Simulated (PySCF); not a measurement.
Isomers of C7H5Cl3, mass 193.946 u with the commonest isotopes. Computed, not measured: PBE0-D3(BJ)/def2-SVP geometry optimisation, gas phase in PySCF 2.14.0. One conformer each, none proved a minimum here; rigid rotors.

Question: Order these by radius of gyration √(Σ m r²/M), smallest first.
A. `[CH2:1]=[C:2]1[CH:3]=[C:4]([CH:5]([Cl:6])[Cl:7])[CH:8]=[C:9]1[Cl:10]` with C3–C4–C5–Cl6 118°
B. `C=C1C=CC(C(Cl)(Cl)Cl)=C1`
C. `C#C[C@H]1CC=C1C(Cl)(Cl)Cl`

Answer: C (2.286 Å), B (2.383 Å), A (2.662 Å).

Question: Order these by rotational constant C, largest first.
A. `C=C1C=CC(C(Cl)(Cl)Cl)=C1`
B. `[C@H]1(C(=CC1)C(Cl)(Cl)Cl)C#C`
C. `[CH2:1]=[C:2]1[CH:3]=[C:4]([CH:5]([Cl:6])[Cl:7])[CH:8]=[C:9]1[Cl:10]` with C3–C4–C5–Cl6 118°

Answer: B (593.0 MHz), A (529.7 MHz), C (412.7 MHz).

Question: Order these by out-of-plane moment Σ m c² = (Ia + Ib − Ic)/2, smallest first.
A. `[CH2:1]=[C:2]1[CH:3]=[C:4]([CH:5]([Cl:6])[Cl:7])[CH:8]=[C:9]1[Cl:10]` with C3–C4–C5–Cl6 118°
B. `C=C1C=CC(C(Cl)(Cl)Cl)=C1`
C. `C#C[C@@H]1C(C(Cl)(Cl)Cl)=CC1`

Answer: B (147.25 u·Å²), A (150.04 u·Å²), C (161.13 u·Å²).

```tsv
SMILES	point group	Ia (u·Å²)	Ib (u·Å²)	Ic (u·Å²)	κ	μa (D)	μb (D)	μc (D)
C#C[C@H]1CC=C1C(Cl)(Cl)Cl	C1	439.09	735.39	852.22	-0.66	1.35	1.59	0.04
C=C1C=CC(C(Cl)(Cl)Cl)=C1	Cs	372.04	876.48	954.02	-0.89	2.83	0.30	0.00
C=C1C=C(C(Cl)Cl)C=C1Cl	Cs	344.77	1179.92	1224.61	-0.97	1.23	2.54	0.09
```
